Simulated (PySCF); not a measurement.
A structure optimised at PBE-D3(BJ)/def2-TZVPD, used in a PySCF frequency run:

```
Sn
H 1 1.7857
H 1 1.7857 2 120.00
H 1 1.7857 2 120.00 3 180.00
H 1 1.8887 2 90.00 3 -90.00
H 1 1.8887 2 90.00 5 180.00
```
Charge -1, spin multiplicity 1.

Question: Write its SMILES, formula and point group.

Answer: [SnH5-], H5Sn, D3h

Question: What are its rotational constants (standard atomic weights)?

Answer: 52.412, 42.071, 42.071 GHz
